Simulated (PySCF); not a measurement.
## Solvent effects on NMR parameters

Atom-mapped SMILES (the numbers label the heavy atoms): `[CH2:1]=[C:2]([CH3:3])[C@@H:4]1[CH2:5][CH:6]=[C:7]([CH3:8])[CH2:9][CH2:10]1`; H(Xn) means a hydrogen on atom n. Ha(C5), Ha(C9), Ha(C10) are cis to C2 on the ring; Ha(C1) is cis to C3; Hb(C5), Hb(C9), Hb(C10) are trans to C2 on the ring; Hb(C1) is trans to C3.

GIAO PBE0/pcSseg-1 in PySCF 2.14 on one PBE0-D3(BJ)/def2-SVP conformer, non-relativistic, equivalent nuclei averaged. Solvents enter as an IEF-PCM continuum (cyclohexane with ε = 2.0, chloroform with ε = 4.7) around the gas-phase geometry. Shifts are referred to TMS computed in the same medium.

Gas phase, δ in ppm: C2 159.4, C7 141.5, C6 130.2, C1 118.4, C4 45.6, C5 33.4, C9 33.0, C10 29.9, C8 26.3, C3 19.0, H(C6) 5.70, Hb(C1) 5.14, Ha(C1) 4.99, Ha(C5) 2.14. Dipole moment 0.59 D.

(1) How does each δ change in the continuum?

(2) Which nuclei move most (in ppm), and what does the model miss?

Answers

(1) 
| atoms | environment | Δδ, cyclohexane | Δδ, chloroform |
| --- | --- | --- | --- |
| C2 | fully substituted alkene carbon | +1.8 | +3.2 |
| C7 | fully substituted alkene carbon | +1.1 | +2.0 |
| C6 | alkene CH | 0.0 | 0.0 |
| C1 | terminal =CH2 carbon | -0.4 | -0.7 |
| C4 | allylic sp3 CH | +0.4 | +0.7 |
| C5 | allylic sp3 CH2 | +0.3 | +0.5 |
| C9 | allylic sp3 CH2 | +0.2 | +0.4 |
| C10 | sp3 CH2 in a ring | +0.3 | +0.5 |
| C8 | allylic methyl carbon | +0.1 | +0.2 |
| C3 | allylic methyl carbon | +0.2 | +0.4 |
| H(C6) | hydrogen on an alkene CH | +0.03 | +0.05 |
| Hb(C1) | hydrogen on a terminal =CH2 carbon | +0.01 | +0.02 |
| Ha(C1) | hydrogen on a terminal =CH2 carbon | +0.01 | +0.03 |
| Ha(C5) | hydrogen on an allylic sp3 CH2 | +0.03 | +0.06 |

Changes are relative to the gas phase. The dipole moment becomes 0.70 D in cyclohexane, 0.80 D in chloroform.

(2) C2 (fully substituted alkene carbon, +3.2 ppm) in chloroform. A continuum only polarises the solute; specific hydrogen bonds, the anisotropy of aromatic solvents and changes of geometry or conformer are outside it.
